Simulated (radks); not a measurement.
Dispersion coefficients C6 (hartree bohr^6) between ground-configuration atoms and ions, from the Casimir-Polder integral (3/pi) of alpha_A(iw) alpha_B(iw). Calculated with a radial shooting solver on a logarithmic mesh with Libxc functionals: scalar-relativistic Kohn-Sham, LDA (Slater exchange, Perdew-Wang correlation), spin-polarised, spherical densities, finite nucleus; open shells are filled with parallel spins first; Fermi nuclear charge, rms radius of each element as measured or else 0.836 A^(1/3) + 0.57 fm. Response by self-consistent Sternheimer equations with the Hartree and adiabatic LDA kernel, the relativistic mass of each level held fixed and spin-orbit coupling left out.

C6,Li,Be+,B2+,C3+,N4+,O5+,F6+,Ne7+
Li,1142,,,,,,,
Be+,233.1,55.63,,,,,,
B2+,84.12,21.69,8.835,,,,,
C3+,39.47,10.66,4.471,2.307,,,,
N4+,21.59,6.024,2.579,1.350,0.7984,,,
O5+,13.06,3.733,1.624,0.8598,0.5128,0.3316,,
F6+,8.490,2.472,1.089,0.5820,0.3496,0.2273,0.1566,
Ne7+,5.819,1.720,0.7662,0.4125,0.2492,0.1629,0.1126,0.08131

Static polarisabilities (bohr^3): Li ([He] 2s1) 143.6, Be+ ([He] 2s1) 21.20, B2+ ([He] 2s1) 6.802, C3+ ([He] 2s1) 2.999, N4+ ([He] 2s1) 1.577, O5+ ([He] 2s1) 0.9282, F6+ ([He] 2s1) 0.5909, Ne7+ ([He] 2s1) 0.3985. The combination rule 2 Ca Cb / ((alpha_b/alpha_a) Ca + (alpha_a/alpha_b) Cb) gives 12.91 for O5+-Li, against 13.06 from the integral.
